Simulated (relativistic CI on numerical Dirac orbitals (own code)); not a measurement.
**What each ingredient does to the levels of Tm⁶⁷⁺**

Base calculation: Dirac-Coulomb-Breit CI, KLI orbitals optimised for each configuration, model QED (radiative potential, 1s self-energy scaled to tabulated hydrogen-like ionisation energies), unscaled Slater integrals.

CI space: 1s², 1s2s, 1s2p, 1s3s, 1s3p, 1s3d, 1s4s, 1s4p, 1s4d, 1s4f, 1s5s, 1s5p, 1s5d, 1s5f, 1s5g, 1s6s, 1s6p, 1s6d, 2s². Levels of other configurations are missing.

Variants: (1) QED terms removed; (2) non-relativistic limit. Shifts of the energy above 1s² ¹S0, in eV, for the lowest level and the first level of each name with at least 55 % of one term (blank where a level changes its place among those of its configuration and J or its character, or is not in the variant):

```csv
Level,Base,Δ(1),Δ(2)
1s² ¹S0,0.0,0.0,0.0
1s2s ³S1,50693.5,+79.7,-2933.3
1s2p ³P°1,50799.0,+94.9,-2969.0
1s2s ¹S0,50825.8,+79.6,-2985.0
1s2p ³P°0,50827.1,+94.9,-2997.1
1s2p ³P°2,51947.9,+93.6,-4117.8
1s2p ¹P°1,51994.2,+93.6,-4101.9
1s3s ³S1,60441.9,+91.4,-3861.8
1s3p ³P°1,60470.2,+95.9,-3870.7
1s3s ¹S0,60477.1,+91.3,-3875.8
1s3p ³P°0,60477.5,+95.9,-3878.0
1s3p ³P°2,60812.1,+95.5,-4212.6
1s3d ³D2,60821.6,+96.3,-4210.3
1s3d ³D1,60825.0,+96.3,-4213.7
```

At this charge energies of transitions that change n are usually good to better than 1 %, and those within a shell (Δn = 0) to a few per cent.

Ionisation energy from the two ground configurations alone: base 67961.4 eV; QED terms removed 68057.9 eV. The NIST ASD value (theoretical) is 67965.2 eV.

LS names give the leading component of a level, which can be under half, so a name can repeat, a term be missing and a line seem to break the LS rules.
